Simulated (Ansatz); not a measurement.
Basis-set extrapolation for AlH₄OPSi (PBE0-D4/def2-TZVP geometry, frozen core, Ansatz). Multiplicity 1, RHF reference.

```csv
,def2-TZVPP,def2-QZVPP
HF,-948.826318,-948.855145
MP2 correlation,-0.588145,-0.635208
CCSD(T) correlation,-0.659589,not run
```

Energies in hartree. Use E(X) = E(∞) + A·exp(−7.88·√X) for Hartree–Fock and E(X) = E(∞) + B·X^(−2.97) for correlation, with X = 3 and 4, and add CCSD(T) minus MP2 of the smaller set to the MP2 limit.

Question: What is the CCSD(T) energy at the basis-set limit?

Answer: HF limit: -948.855145 + (-0.028827) × 0.13774 = -948.85912. MP2 limit: -0.635208 + (-0.047063) × 0.74074 = -0.67007. Higher-order term: -0.659589 − (-0.588145) = -0.07144. Total: -949.60063 hartree, 301.2 kJ/mol below CCSD(T)/def2-TZVPP.
